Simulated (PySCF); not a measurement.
# MF₅ across group 17

Level: PBE0, basis family def2-SVP, scalar-relativistic core potentials from Rb on and no relativity for lighter atoms.

Each entry is the lowest minimum that a search over a few typed start shapes (and spin states, where more than one is plausible) found, or that minimum re-optimised at the stated level; isomers with ligand–ligand bonds, or fragments after loss of a ligand pair, can lie lower. Open shells are unrestricted; no spin–orbit coupling; PySCF with density fitting.

```csv
molecule,2S+1,point group,mean bond to the central atom (Å),gap (eV),polar-tensor charge of the central atom,lowest ω (cm⁻¹),distinct angles (°)
ClF₅,?,?,?,?,?,?,?
BrF₅,1,C4v,1.768,6.88,2.84,231,85/90/169
IF₅,1,C4v,1.911,7.21,2.90,178,83/89/166
```

(1) Fill in the row of ClF₅.

## Answers

(1) 2S+1: 1; point group: C4v; mean bond to the central atom (Å): 1.674; gap (eV): 6.39; polar-tensor charge of the central atom: 2.75; lowest ω (cm⁻¹): 274; distinct angles (°): 85/90/171.

The bond lengthens at every step; the largest change, 0.143 Å, falls between BrF₅ and IF₅ among the members listed.

Left out of the table are members whose search was unfinished or whose lowest solution was spin-contaminated, unstable, very soft or bonded differently.
